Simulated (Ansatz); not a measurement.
Program: Ansatz 0.2.0.

A structure relaxed at PBE0-D4/def2-TZVP, charge 0, multiplicity 1:

Cartesian coordinates in Å:
```
F 2.427 1.430 0.134
C 1.579 0.913 -0.826
C 0.434 0.251 -0.235
C -0.532 -0.308 0.237
Ga -2.049 -1.186 1.003
H 1.250 1.738 -1.466
H 2.150 0.206 -1.436
H -3.092 -1.821 0.032
H -2.167 -1.224 2.557
```

**Question.** Give its formula and SMILES.

**Answer.** C3H4FGa, `FCC#[C][GaH2]`.

**Question.** Point group (tolerance 0.08 Å, 0.16 Å for H)?

**Answer.** Cs.

**Question.** Summarise the bond lengths by kind.

**Answer.** 1 × C–F 1.381 Å; 2 × C–C 1.213 to 1.448 Å; 2 × C–H 1.095 Å; 1 × C–Ga 1.913 Å; 2 × Ga–H 1.559 to 1.560 Å.
